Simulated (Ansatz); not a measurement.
Geometry optimisation, Ansatz, RKS LDA/def2-SVP.

Input:

```yaml
crystal:
  periodic: [false, false, false]
  atoms:
    - { symbol: W, position_ang: [0.304207, 0.30596, -0.309257] }
    - { symbol: H, position_ang: [0.200265, -0.734444, 2.421615] }
    - { symbol: F, position_ang: [1.793598, -0.704038, 0.159487] }
    - { symbol: F, position_ang: [0.127557, 1.778919, -1.422744] }
    - { symbol: F, position_ang: [-1.103906, 1.151025, 0.547373] }
    - { symbol: F, position_ang: [-0.622654, -1.17863, 0.309986] }
    - { symbol: F, position_ang: [0.599118, -0.473481, -1.962328] }
    - { symbol: P, position_ang: [1.641563, 1.75295, 1.152923] }
    - { symbol: H, position_ang: [2.884706, 1.586158, 0.432087] }
    - { symbol: H, position_ang: [1.306661, 3.046768, 0.575384] }
    - { symbol: H, position_ang: [0.575984, -0.141387, 2.624475] }
basis:
  gaussian: { orbitals: def2-SVP }
hamiltonian:
  xc: lda
relax:
  f_tol: 0.03
  max_steps: 50
```

Run as:

```bash
$ ansatz run input.yaml --threads 4 --pin off --max-ram 5120MiB --backend cpu --events-out ev --progress --plain --runs-dir out
```

Problem. Where does it end, and by what steps?

Solution. It converged. After 12 steps the energy has fallen by 0.143 eV; H11 moved furthest, 0.56 Å.

```tsv
step	energy less start (eV)	largest force component (eV/Å)	accepted
0	0.0000	1.670	yes
1	-0.0952	0.121	yes
2	-0.1052	0.083	yes
3	-0.0843	0.308	no
4	-0.1142	0.044	yes
5	-0.1224	0.092	yes
6	-0.1237	0.292	yes
7	-0.1330	0.156	yes
8	-0.1366	0.112	yes
9	-0.1408	0.093	yes
10	-0.1417	0.109	yes
11	-0.1427	0.040	yes
12	-0.1429	0.012	yes
```

```xyz
11
Properties=species:S:1:pos:R:3
W 0.321 0.348 -0.484
H 0.106 -0.901 2.765
F 1.930 -0.563 -0.268
F 0.346 1.728 -1.725
F -1.084 1.325 0.218
F -0.471 -0.998 0.509
F 0.271 -0.660 -2.049
P 1.606 1.706 1.103
H 2.909 1.736 0.509
H 1.205 3.056 0.820
H 0.569 -0.386 3.132
```

Whether the end is a true minimum wasn't checked by a vibrational analysis.

The run took 17 s on 4 threads of Arm Neoverse V2, on a shared host, peak memory 0.21 GiB.
